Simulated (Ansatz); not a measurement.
Geometry optimisation, UKS B3LYP/def2-SVP in Ansatz.

Input:

```yaml
crystal:
  periodic: [false, false, false]
  atoms:
    - { symbol: Sn, position_ang: [0.038767, -0.037708, -0.232274] }
    - { symbol: H, position_ang: [-0.037416, -0.050389, 1.506769] }
    - { symbol: H, position_ang: [1.580386, 0.03351, -0.974758] }
    - { symbol: O, position_ang: [-0.913391, 1.535151, -0.989446] }
    - { symbol: H, position_ang: [-1.86583, 1.527841, -0.814887] }
    - { symbol: Cl, position_ang: [-1.06092, -2.009638, -0.968627] }
    - { symbol: Si, position_ang: [-0.013627, -0.002883, 4.166617] }
    - { symbol: H, position_ang: [-0.772814, -1.199249, 4.634483] }
    - { symbol: H, position_ang: [1.412598, -0.059164, 4.604178] }
    - { symbol: H, position_ang: [-0.666253, 1.263929, 4.610444] }
magnetization:
  spin_polarized: true
  initial_magnetization: 1
basis:
  gaussian: { orbitals: def2-SVP }
hamiltonian:
  xc: b3lyp
relax:
  f_tol: 0.03
  max_steps: 50
output:
  orbitals: {}
```

Run as:

```bash
$ ansatz run input.yaml --threads 4 --pin off --max-ram 5120MiB --backend cpu --events-out ev --progress --plain --runs-dir out
```

**Question.** Where does it end, and by what steps?

**Answer.** It converged. The force dipped under the threshold on the way, but the program's further checks kept it going. After 9 steps the energy has fallen by 0.006 eV; H8 moved furthest, 0.34 Å.

```tsv
step	energy less start (eV)	largest force component (eV/Å)	accepted
0	0.0000	0.098	yes
1	-0.0006	0.087	yes
2	-0.0009	0.025	yes
3	-0.0012	0.017	yes
4	-0.0021	0.269	yes
5	0.0054	0.600	no
6	-0.0052	0.030	yes
7	-0.0055	0.015	yes
8	-0.0052	0.081	no
9	-0.0059	0.007	yes
```

```xyz
10
Properties=species:S:1:pos:R:3
Sn 0.048 -0.039 -0.455
H -0.006 -0.060 1.266
H 1.573 0.040 -1.219
O -0.934 1.529 -1.184
H -1.869 1.540 -0.934
Cl -1.079 -2.002 -1.180
Si -0.020 -0.008 4.475
H -0.765 -1.202 4.973
H 1.417 -0.057 4.875
H -0.664 1.261 4.924
```

Whether the end is a true minimum wasn't checked by a vibrational analysis.

Run time: 31 s on 4 threads of Arm Neoverse V1, with other jobs on the host, peak memory 0.36 GiB.
